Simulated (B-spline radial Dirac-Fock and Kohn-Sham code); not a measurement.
# Sr 2p3/2: cross section and angular parameters

System: the free strontium atom, [Kr] 5s2; threshold 1940.0 eV (tabulated edge). Level of theory: Dirac-Hartree-Slater photoionisation with a Latter tail; cross sections with all multipoles, angular parameters from the dipole term and its interference with E2; a radial B-spline solver.

```tsv
hν (eV)	σ (kb)	β	γ	δ
2370	184	1.337	-0.120	0.014
2440	?	?	?	?
2990	98.7	1.463	0.185	0.029
3200	81.9	1.472	0.275	0.032
5210	20.1	1.406	0.876	0.058
5414.7	17.9	1.395	0.920	0.061
6000	13.1	1.362	1.037	0.069
8047.8	5.28	1.248	1.343	0.100
9251.7	3.40	1.186	1.476	0.118
9570	3.05	1.170	1.507	0.123
13100	1.10	1.015	1.772	0.178
15000	0.698	0.944	1.869	0.207
```

Task: Give the values at 2440 eV.

Result: σ = 171 kb, β = 1.367, γ = -0.084, δ = 0.017.

Values without a named source are computed, but for edge energies of neutral atoms, which are taken from tables.
